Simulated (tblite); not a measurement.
trans-dichloroethylene (C₂H₂Cl₂), singlet, at a GFN2-xTB geometry; GFN1-xTB (tblite).

The tblite input:
```
$ tblite run mol.xyz --method gfn1 --charge 0 --spin 0 --etemp 2000 --json tblite.json --no-restart

# file mol.xyz
6

Cl     2.10328556     0.36099099     0.01830268
C      0.55226406    -0.36482497    -0.00124048
C     -0.55226406     0.36482497     0.00124048
Cl    -2.10328556    -0.36099099    -0.01830268
H      0.55829032    -1.44326218    -0.01538865
H     -0.55829032     1.44326218     0.01538865
```

Output, abridged:

```
xTB calculator
 | screened Coulomb repulsion
 | Coulomb electrostatics
 |  * isotropic Klopman-Ohno-Mataga-Nishimoto electrostatics
 |  * onsite third-order electrostatics
 | DFT-D3(BJ) dispersion correction

halogen bonding energy    0.0000000000000E+00 Eh
repulsion energy          1.0423949637009E-01 Eh
dispersion energy        -2.0738056853905E-03 Eh
number of electrons       2.4000000000000E+01 e
integral cutoff           1.9731147476801E+01 bohr

------------------------------------------------------------
  cycle        total energy    energy error   density error
------------------------------------------------------------
      1     -13.76376508864  -1.3865931E+01   4.8894075E-01
      2     -13.77213906119  -8.3739725E-03   3.0106768E-01
      3     -13.77215871460  -1.9653409E-05   1.6718150E-02
      4     -13.77223908075  -8.0366145E-05   1.9778008E-03
      5     -13.77224031346  -1.2327161E-06   1.9521482E-04
      6     -13.77224032666  -1.3203119E-08   4.1458385E-05
      7     -13.77224032685  -1.8586377E-10   7.0495873E-07
------------------------------------------------------------

electronic energy        -1.3874406017535E+01 Eh
total energy             -1.3772240326851E+01 Eh

Post processing:
 | Mayer-Wiberg bond orders

[Info] JSON dump of results written to 'tblite.json'
```
